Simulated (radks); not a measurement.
All-electron atom: Tl2+ in [Xe] 4f14 5d10 6p1 (not the ground configuration). All-electron calculation, Dirac Kohn-Sham, HCTH/407, spin-unpolarised, spherical densities, finite nucleus; open shells are shared between the two j in proportion to 2j + 1; Fermi nuclear charge, rms radius 5.4759 fm. Program: a radial shooting solver on a logarithmic mesh with Libxc functionals.

Spin-orbit splittings of the eigenvalues, e(l+1/2) - e(l-1/2), with zeta = 2 splitting/(2l+1) and mean radii in bohr:

shell  occ.  splitting (eV)  zeta (eV)  <r> j=l-1/2  <r> j=l+1/2
2p        6            2065       1377      0.05589      0.06467
3p        6           459.4      306.3       0.1673       0.1834
3d       10               ?          ?       0.1594       0.1643
4p        6           111.9      74.62       0.3928       0.4271
4d       10           20.94      8.375       0.4326       0.4437
4f       14           4.642      1.326       0.4629       0.4693
5p        6           20.37      13.58       0.9394        1.032
5d       10           2.323     0.9290        1.316        1.362
6p        1           2.006      1.338        2.705        2.995

Estimate the 3d splitting.

Answer. 98.32 eV (zeta = 39.33 eV).
